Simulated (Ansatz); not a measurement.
Cost and result for the atomization energy of CH4FOSi, SMILES `C[SiH]([O])F` radical (8 atoms, 7 bonds).

Charge 0, multiplicity 2. All single points use the PBE0-D4/def2-TZVP geometry. Program: Ansatz. Hardware: A = 2 threads of an AMD EPYC 7R13 on a shared host; B = 2 threads of an AMD EPYC 7R13 on a shared host and a share of an NVIDIA H100 80 GB. Times are those of one run each, without the atoms' runs, and a repeat can differ threefold. Electronic energies, without spin–orbit coupling; frozen cores. CCSD(T)/CBS extrapolates def2-TZVPP and def2-QZVPP, and its time is that of the two runs behind it. T1 = 0.017; ⟨S²⟩ of the reference is 0.76. B3LYP takes the VWN-RPA correlation (the form of Gaussian; ORCA's B3LYP/G).

CCSD(T)/CBS is a level of theory with its own doubt, some kJ/mol a heavy atom from the limit and from the frozen cores, so smaller differences don't rank the functionals.

| level | functions | atomization (kcal/mol) | difference from CCSD(T)/CBS | per bond |
| --- | --- | --- | --- | --- |
| ωB97X-V/def2-TZVPP [A] | 191 | 710.0 | 1.4 | 0.2 |
| r2SCANh-D4/def2-TZVPP [A] | 191 | 707.1 | -1.5 | -0.2 |
| CCSD(T)/def2-QZVPP [B] | 361 | 700.9 | -7.7 | -1.1 |
| r2SCAN-D4/def2-TZVPP (with forces) [A] | 191 | 712.6 | 4.0 | 0.6 |
| ωB97M-V/def2-TZVPP (with forces) [A] | 191 | 709.5 | 0.9 | 0.1 |
| PBE-D4/def2-TZVPP (with forces) [A] | 191 | 717.6 | 9.0 | 1.3 |
| B97M-V/def2-TZVPP [A] | 191 | 712.0 | 3.4 | 0.5 |
| CCSD(T)/CBS(def2) | – | 708.6 | 0.0 | 0.0 |
| BHLYP-D4/def2-TZVPP [A] | 191 | 688.0 | -20.6 | -2.9 |
| B3LYP-D4/def2-TZVPP (with forces) [A] | 191 | 707.2 | -1.4 | -0.2 |
| CAM-B3LYP-D4/def2-TZVPP [A] | 191 | 712.1 | 3.5 | 0.5 |
| CCSD(T)/def2-SVP [A] | 80 | 655.9 | -52.7 | -7.5 |
| CCSD(T)/def2-TZVPP [B] | 191 | 689.0 | -19.6 | -2.8 |

**Question.** Order the runs by time, with rough figures. (An estimate is asked.)

**Answer.** Ansatz gave: PBE-D4/def2-TZVPP (with forces) [A] 5.5 s; r2SCAN-D4/def2-TZVPP (with forces) [A] 10 s; CCSD(T)/def2-TZVPP [B] 12 s; BHLYP-D4/def2-TZVPP [A] 12 s; CCSD(T)/def2-SVP [A] 13 s; CAM-B3LYP-D4/def2-TZVPP [A] 14 s; B3LYP-D4/def2-TZVPP (with forces) [A] 15 s; r2SCANh-D4/def2-TZVPP [A] 20 s; B97M-V/def2-TZVPP [A] 28 s; ωB97X-V/def2-TZVPP [A] 29 s; ωB97M-V/def2-TZVPP (with forces) [A] 31 s; CCSD(T)/def2-QZVPP [B] 73 s; CCSD(T)/CBS(def2) 85 s.

From PBE to PBE0 (25 % exact exchange), in def2-TZVPP and without D4, the atomization energy moves by −13.9 kcal/mol: exact exchange takes away binding that semilocal exchange gives to molecules. In def2-TZVPP, CCSD(T) changes the Hartree–Fock value by +157.5 kcal/mol (the triples alone add +8.5 kcal/mol) and MP2 by +168.0 kcal/mol; breaking electron pairs costs correlation energy, which Hartree–Fock lacks. Leaving LDA and LC-ωPBE aside and taking each functional with its dispersion term where it has one, the values spread over 29.7 kcal/mol, from BHLYP-D4 to PBE-D4. LDA lies +90.6 kcal/mol from PBE without D4, its usual overbinding.
